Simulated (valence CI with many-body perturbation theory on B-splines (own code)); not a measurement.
# Ir LXIII: calculated level list

Level of theory: configuration interaction combined with many-body perturbation theory (CI+MBPT): five valence electrons over a frozen Dirac-Fock core [Ne], radial functions for each j: 11 s, 11 p, 10 d, 8 f, 5 g, 2 h, with the one-electron correlation potential Σ1, the two-electron term Σ2, the three-electron term Σ3, Breit, model QED; selected CI, second order for the rest, scaled by the run's own slope (own B-spline code, finite nucleus).

No measured spectrum was set against this ion. As an estimate, large intervals hold to a few tenths of a per cent, small ones and those within an open d or f shell to about a per cent. Among the levels kept, up to 3100 cm⁻¹ of a level comes from second order outside the variational space, and about a tenth of that is noise between levels of different J, which matters for small intervals.

Levels 91 to 135 of 174, with energies above the lowest level, (3s^2 3p1/2^2 3p3/2) J=3/2. "Leading %" is the weight of the configuration and term that name the level; weights of strongly mixed levels are sums over their largest components and can fall short. In the jj column 3d3/2^4 stands for four electrons in 3d with j = 3/2. Lifetimes count E1, E2, E3, M1 and M2 decay at the calculated energies, and are blank where another channel may lead or the interval is too uncertain; long ones can be off by a factor of two.

| No. | Configuration | Term | J | E (Ry) | Leading % | g | Second component | Lifetime | Leading jj |
| --- | --- | --- | --- | --- | --- | --- | --- | --- | --- |
| 91 | 3s.3p3.3d | 4P° | 5/2 | 94.99 | 25 | 1.324 | 21 % 3s.3p3.3d 4D° | 263 fs | 3s 3p1/2 3p3/2^2 3d3/2 (92 %) |
| 92 | 3s.3p3.3d | 4D° | 1/2 | 95.21 | 55 | 0.569 | 8 % 3s2.3p.3d2 4D° | 330 fs | 3s 3p1/2 3p3/2^2 3d3/2 (82 %) |
| 93 | 3s.3p3.3d | 4P° | 3/2 | 95.69 | 31 | 1.454 | 23 % 3s.3p3.3d 4S° | 193 fs | 3s 3p1/2 3p3/2^2 3d3/2 (89 %) |
| 94 | 3s.3p3.3d | 4F° | 3/2 | 96.10 | 31 | 0.886 | 21 % 3s.3p3.3d 4D° | 214 fs | 3s 3p1/2 3p3/2^2 3d3/2 (94 %) |
| 95 | 3s.3p3.3d | 2F° | 5/2 | 96.17 | 27 | 1.035 | 19 % 3s.3p3.3d 4F° | 257 fs | 3s 3p1/2 3p3/2^2 3d3/2 (96 %) |
| 96 | 3s.3p3.3d | 2G° | 7/2 | 96.25 | 60 | 1.028 | 9 % 3s.3p3.3d 2F° | 210 fs | 3s 3p1/2 3p3/2^2 3d3/2 (94 %) |
| 97 | 3s.3p2.3d2 | 4F | 9/2 | 96.49 | 30 | 1.262 | 13 % 3s.3p2.3d2 6D | 1.68 ps | 3s 3p1/2^2 3d5/2^2 (96 %) |
| 98 | 3s.3p3.3d | 2F° | 5/2 | 96.55 | 31 | 1.025 | 24 % 3s.3p3.3d 2D° | 206 fs | 3s 3p1/2 3p3/2^2 3d3/2 (94 %) |
| 99 | 3s.3p2.3d2 | 4P | 5/2 | 97.52 | 20 | 1.349 | 16 % 3s.3p2.3d2 2D | 1.42 ps | 3s 3p1/2^2 3d5/2^2 (97 %) |
| 100 | 3s.3p3.3d | 2P° | 3/2 | 97.89 | 25 | 1.260 | 17 % 3s.3p3.3d 4D° | 203 fs | 3s 3p1/2 3p3/2^2 3d3/2 (81 %) |
| 101 | 3s.3p3.3d | 2F° | 5/2 | 97.95 | 18 | 1.019 | 13 % 3s.3p3.3d 2D° | 168 fs | 3s 3p1/2 3p3/2^2 3d3/2 (74 %) |
| 102 | 3s.3p2.3d2 | 2F | 7/2 | 97.97 | 25 | 1.081 | 10 % 3s.3p2.3d2 4G | 1.57 ps | 3s 3p1/2^2 3d5/2^2 (96 %) |
| 103 | 3s.3p3.3d | 2P° | 1/2 | 97.99 | 44 | 0.726 | 29 % 3s.3p3.3d 4D° | 139 fs | 3s 3p1/2 3p3/2^2 3d3/2 (93 %) |
| 104 | 3p5 | 2P° | 3/2 | 98.44 | 11 | 1.055 | 10 % 3s.3p3.3d 4D° | 133 fs | 3s 3p1/2 3p3/2^2 3d3/2 (54 %) |
| 105 | 3s.3p2.3d2 | 2D | 3/2 | 98.44 | 24 | 1.072 | 16 % 3s.3p2.3d2 4F | 1.38 ps | 3s 3p1/2^2 3d5/2^2 (96 %) |
| 106 | 3s.3p3.3d | 6D° | 9/2 | 98.47 | 45 | 1.359 | 24 % 3s.3p3.3d 4G° | 1.53 ps | 3s 3p1/2 3p3/2^2 3d5/2 (97 %) |
| 107 | 3s.3p3.3d | 2P° | 1/2 | 98.48 | 17 | 0.960 | 16 % 3s.3p3.3d 4D° | 140 fs | 3s 3p1/2 3p3/2^2 3d3/2 (82 %) |
| 108 | 3s.3p3.3d | 4D° | 7/2 | 98.84 | 46 | 1.359 | 21 % 3s.3p3.3d 6D° | 1.03 ps | 3s 3p1/2 3p3/2^2 3d5/2 (94 %) |
| 109 | 3s.3p2.3d2 | 4P | 1/2 | 99.93 | 43 | 2.003 | 21 % 3s.3p2.3d2 2S | 1.21 ps | 3s 3p1/2^2 3d5/2^2 (96 %) |
| 110 | 3s.3p3.3d | 4G° | 11/2 | 100.32 | 97 | 1.257 |  | 1.89 ps | 3s 3p1/2 3p3/2^2 3d5/2 (97 %) |
| 111 | 3s.3p3.3d | 4F° | 9/2 | 100.44 | 58 | 1.246 | 29 % 3s.3p3.3d 2G° | 1.39 ps | 3s 3p1/2 3p3/2^2 3d5/2 (95 %) |
| 112 | 3s.3p3.3d | 4D° | 1/2 | 100.47 | 39 | 0.909 | 25 % 3s.3p3.3d 2P° | 862 fs | 3s 3p1/2 3p3/2^2 3d5/2 (88 %) |
| 113 | 3s2.3p.3d2 | 2G° | 7/2 | 101.29 | 30 | 1.040 | 24 % 3s2.3p.3d2 2F° | 147 fs | 3s^2 3p3/2 3d3/2^2 (81 %) |
| 114 | 3s.3p3.3d | 4D° | 5/2 | 101.43 | 33 | 1.275 | 11 % 3s.3p3.3d 4P° | 471 fs | 3s 3p1/2 3p3/2^2 3d5/2 (82 %) |
| 115 | 3s2.3p.3d2 | 4D° | 1/2 | 101.58 | 30 | 1.035 | 20 % 3s.3p3.3d 2S° | 197 fs | 3s 3p1/2 3p3/2^2 3d5/2 (45 %) |
| 116 | 3s2.3p.3d2 | 4F° | 5/2 | 101.80 | 19 | 1.059 | 11 % 3s2.3p.3d2 2F° | 121 fs | 3s^2 3p3/2 3d3/2^2 (56 %) |
| 117 | 3s.3p3.3d | 2D° | 3/2 | 101.81 | 18 | 1.092 | 16 % 3s.3p3.3d 4D° | 208 fs | 3s 3p1/2 3p3/2^2 3d5/2 (60 %) |
| 118 | 3s.3p3.3d | 4D° | 3/2 | 102.17 | 17 | 1.074 | 14 % 3s.3p3.3d 2D° | 139 fs | 3s 3p1/2 3p3/2^2 3d5/2 (39 %) |
| 119 | 3s.3p3.3d | 2F° | 7/2 | 102.18 | 54 | 1.119 | 14 % 3s.3p3.3d 2G° | 547 fs | 3s 3p1/2 3p3/2^2 3d5/2 (81 %) |
| 120 | 3s.3p3.3d | 2P° | 1/2 | 102.27 | 35 | 0.880 | 24 % 3s2.3p.3d2 4D° | 160 fs | 3s 3p1/2 3p3/2^2 3d5/2 (44 %) |
| 121 | 3s.3p3.3d | 4D° | 5/2 | 102.28 | 31 | 1.303 | 22 % 3s.3p3.3d 4P° | 417 fs | 3s 3p1/2 3p3/2^2 3d5/2 (82 %) |
| 122 | 3s.3p3.3d | 2P° | 3/2 | 102.89 | 40 | 1.366 | 20 % 3s.3p3.3d 4S° | 446 fs | 3s 3p1/2 3p3/2^2 3d5/2 (79 %) |
| 123 | 3s.3p3.3d | 4D° | 7/2 | 102.92 | 24 | 1.221 | 13 % 3s.3p3.3d 2F° | 394 fs | 3s 3p1/2 3p3/2^2 3d5/2 (83 %) |
| 124 | 3s.3p3.3d | 2G° | 9/2 | 103.06 | 61 | 1.127 | 9 % 3s2.3p.3d2 4G° | 470 fs | 3s 3p1/2 3p3/2^2 3d5/2 (74 %) |
| 125 | 3s.3p3.3d | 4D° | 5/2 | 103.21 | 33 | 1.186 | 21 % 3s.3p3.3d 2D° | 416 fs | 3s 3p1/2 3p3/2^2 3d5/2 (85 %) |
| 126 | 3s2.3p.3d2 | 2P° | 3/2 | 103.55 | 22 | 1.349 | 17 % 3s2.3p.3d2 4P° | 104 fs | 3s^2 3p3/2 3d3/2^2 (72 %) |
| 127 | 3s.3p3.3d | 2D° | 5/2 | 103.79 | 33 | 1.157 | 26 % 3s.3p3.3d 2F° | 677 fs | 3s 3p1/2 3p3/2^2 3d5/2 (90 %) |
| 128 | 3s.3p3.3d | 4D° | 7/2 | 103.92 | 35 | 1.233 | 23 % 3s.3p3.3d 2F° | 248 fs | 3s 3p1/2 3p3/2^2 3d5/2 (97 %) |
| 129 | 3s.3p3.3d | 2P° | 3/2 | 104.24 | 37 | 1.069 | 23 % 3s.3p3.3d 2D° | 467 fs | 3s 3p1/2 3p3/2^2 3d5/2 (83 %) |
| 130 | 3s.3p3.3d | 2F° | 7/2 | 104.25 | 43 | 1.185 | 8 % 3s.3p3.3d 4D° | 377 fs | 3s 3p1/2 3p3/2^2 3d5/2 (82 %) |
| 131 | 3s.3p3.3d | 2D° | 5/2 | 104.46 | 38 | 1.147 | 20 % 3s.3p3.3d 2F° | 428 fs | 3s 3p1/2 3p3/2^2 3d5/2 (89 %) |
| 132 | 3s.3p3.3d | 2S° | 1/2 | 104.91 | 27 | 1.192 | 19 % 3s.3p3.3d 2P° | 399 fs | 3s 3p1/2 3p3/2^2 3d5/2 (76 %) |
| 133 | 3s.3p3.3d | 2D° | 3/2 | 105.31 | 38 | 1.088 | 14 % 3s.3p3.3d 2P° | 218 fs | 3s 3p1/2 3p3/2^2 3d5/2 (84 %) |
| 134 | 3s.3p3.3d | 2D° | 5/2 | 105.81 | 29 | 1.085 | 14 % 3s.3p3.3d 2F° | 228 fs | 3s 3p1/2 3p3/2^2 3d5/2 (82 %) |
| 135 | 3s.3p3.3d | 2D° | 3/2 | 105.89 | 25 | 1.182 | 19 % 3s.3p3.3d 2P° | 292 fs | 3s 3p1/2 3p3/2^2 3d5/2 (76 %) |
